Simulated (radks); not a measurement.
Values are calculated unless marked as measured or tabulated.
Question: Gd+, configuration [Xe] 4f7 5d1 6s1. Level of theory: scalar-relativistic Kohn-Sham, PBE, spin-polarised, spherical densities, finite nucleus; open shells are filled with parallel spins first (spin-orbit coupling, left out, can overturn this in heavy ions); Fermi nuclear charge, rms radius 5.1569 fm; hard spherical wall at 4 bohr (a radial shooting solver on a logarithmic mesh with Libxc functionals). Some entries of the table are withheld. Estimate them.

orbital  occ.  eigenvalue (eV)  r(max) (bohr)
1s up       1        -50095.21        0.01392
1s down     1        -50095.17        0.01392
2s up       1        -8271.743        0.07901
2s down     1        -8271.633        0.07901
2p up       3        -7361.614        0.06395
2p down     3        -7361.529        0.06395
3s up       1        -1835.115         0.2243
3s down     1        -1832.481         0.2242
3p up       3        -1553.088         0.2201
3p down     3        -1550.463         0.2200
3d up       5        -1180.330         0.1801
3d down     5        -1178.298         0.1800
4s up       1        -372.5804         0.5157
4s down     1        -366.4076         0.5155
4p up       3        -279.6121         0.5382
4p down     3        -273.4787         0.5380
4d up       5        -150.9671         0.5591
4d down     5        -144.8729         0.5588
5s up       1         -52.7831          1.194
5s down     1         -49.0787          1.207
5p up       3         -30.3281          1.355
5p down     3         -27.2263          1.374
4f up       7         -11.9809         0.5671
4f down     0          -6.4113         0.5695
5d up       1          -3.6388          1.856
5d down     0          -1.1716          1.872
6s up       1           1.2425          2.628
6s down     0           3.7804          2.654
6p up       0          11.1442          2.804
6p down     0          13.6388          2.829
5f up       0          19.6471          2.635
5f down     0          22.0883          2.668
7s up       0              (1)          3.281
7s down     0              (2)          3.286

Answer: 
(1) 7s up eigenvalue (eV): 52.3626
(2) 7s down eigenvalue (eV): 54.7808
